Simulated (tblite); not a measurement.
Run record: tight-binding relaxation, `C[Se]C1=C(F)C[SiH2]C=C1`.

Computed with GFN2-xTB geometry optimisation, gas phase (tblite 0.8.0). Start geometry: from a force field or distance geometry. A driver script takes a list of jobs; this job's settings line and coordinates (Å) are shown.

Command:
```bash
OMP_NUM_THREADS=1 python probes_run.py task.json out
```

Input:
```
{"job": {"kind": "relax", "xc": "GFN2-xTB", "basis": "xTB"}, "charge": 0, "multiplicity": 1}
C     -3.376000     0.136600    -0.286200
Se    -1.979700     1.269800    -1.027600
C     -0.246600     0.611400    -0.354900
C      0.089400    -0.551400    -0.762300
F     -0.823200    -1.190800    -1.590200
C      1.287500    -1.353000    -0.466700
Si     2.420400    -0.416300     0.653600
C      1.623700     1.177000     1.006200
C      0.455900     1.523000     0.511000
H     -3.275400     0.128200     0.821600
H     -4.391700     0.470400    -0.615700
H     -3.151400    -0.896100    -0.667100
H      1.048800    -2.344700     0.001500
H      1.821200    -1.478300    -1.440100
H      2.649400    -1.223900     1.856600
H      3.689000    -0.213900    -0.055100
H      2.118600     1.876000     1.647500
H      0.031400     2.482300     0.756200
```

Output:
```
step      E/eV     max force
  0    -734.55869    4.091
  1    -734.77292    2.945
  2    -734.91025    1.004
  3    -734.98478    0.692
  4    -735.02874    0.777
  5    -735.05589    0.320
  6    -735.06296    0.187
  7    -735.06851    0.231
  8    -735.07394    0.293
  9    -735.07973    0.224
... (70 lines left out)
 80    -735.10179    0.014
 81    -735.10184    0.014
 82    -735.10189    0.013
 83    -735.10193    0.019
 84    -735.10197    0.021
 85    -735.10201    0.016
 86    -735.10204    0.012
 87    -735.10206    0.013
 88    -735.10208    0.011
 89    -735.10210    0.009
```

«max force» is the largest atomic force in eV/Å.

Task: From which step on does the largest force stay under 0.1 eV/Å, and how much energy is left to gain from there?

Result: From step 11 (0.091 eV/Å), 17.6 meV above the end.

Main results: energy lowered by 12.5 kcal/mol over 89 steps; largest atomic force 0.009 eV/Å at the end.

Time: 1.3 s wall. Hardware: one thread, Arm Neoverse N1 (aarch64), on a shared host.
Labels such as C1 count atoms from 1, the log's own numbers from 0.
